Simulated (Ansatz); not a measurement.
Cost and result up the ladder for the cluster Pb2Se3 (5 atoms). Total charge 0; singlet. Geometry: PBE-D4/def2-SVP.

```xyz
5

Pb    1.920    1.048    0.767
Pb   -2.312    0.108   -0.119
Se   -0.618   -1.744   -1.073
Se   -0.622    1.832    1.027
Se    1.632   -1.244   -0.602
```

Ansatz on 4 threads of Arm Neoverse V1 on a shared host. Times are rough, and most runs start from the orbitals of an earlier one. r2SCAN0-D4/def2-TZVP serves as the yardstick here, not as an exact answer. Differences are given only for rows in sets of like size (and for xTB, whose basis is part of the method), since another set adds its own error. Binding counts from free atoms at the same level (Pb triplet, Se triplet; other spins of the atoms weren't run), without zero-point energy or a counterpoise term.

In the def2 sets Pb takes a core potential; there is no spin–orbit coupling. Correlated methods freeze 35 core orbitals; core or outer-core shells of Pb, Se are correlated, in sets that lack core-valence functions. The rows differ in basis, and correlated rows in double-zeta sets carry the largest basis error. Another isomer (singlet) lies 0.46 eV lower at PBE0-D4/def2-TZVP; other spin states weren't run for this one.

Correlated methods converge slowly with the basis, most of all in double-zeta sets.

```csv
level,functions,binding energy per atom (eV),difference from r2SCAN0-D4/def2-TZVP (eV)
r2SCAN0-D4/def2-TZVP,244,2.54,0.00
r2SCAN-D4/def2-TZVP,244,2.70,0.16
PBE0-D4/def2-TZVP,244,2.67,0.13
PBE-D4/def2-TZVP (with forces),244,2.86,0.32
B97M-V/def2-TZVP,244,2.71,0.17
CCSD(T)/def2-SVP,148,2.22,–
```

Task: Estimate how long each takes.

Result: PBE-D4/def2-TZVP (with forces) 6.5 s; r2SCAN-D4/def2-TZVP 12 s; PBE0-D4/def2-TZVP 16 s; r2SCAN0-D4/def2-TZVP 19 s; B97M-V/def2-TZVP 21 s; CCSD(T)/def2-SVP 67 s. On shared hardware such times vary by a factor of up to 3.
